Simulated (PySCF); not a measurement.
Ge(F)2(Br)(Me) (CH3BrF2Ge), SMILES [CH3][Ge]([F])([F])[Br].

The structure is a stationary point at TPSSh-D3(BJ)/def2-SVP.

Vertical ionisation energy (IE) and electron affinity (EA) in eV. Rows of orbital energies are one-electron estimates. Where ΔSCF, EOM or ADC give a negative EA the extra electron is unbound and the value depends on the basis.

```
level                                            IE     EA
--------------------------------------------  -----  -----
−ε(HOMO), −ε(LUMO), M06-2X/def2-TZVP (PySCF)  10.26  -0.22
−ε(HOMO), −ε(LUMO), PBE/def2-TZVP (PySCF)       [?]    [?]
```

### Question
Complete the blanks. (The exact figures need the calculation; the answer reports its results.)

### Answer

- −ε(HOMO), −ε(LUMO), PBE/def2-TZVP (PySCF), IE: 7.65
- −ε(HOMO), −ε(LUMO), PBE/def2-TZVP (PySCF), EA: 1.93
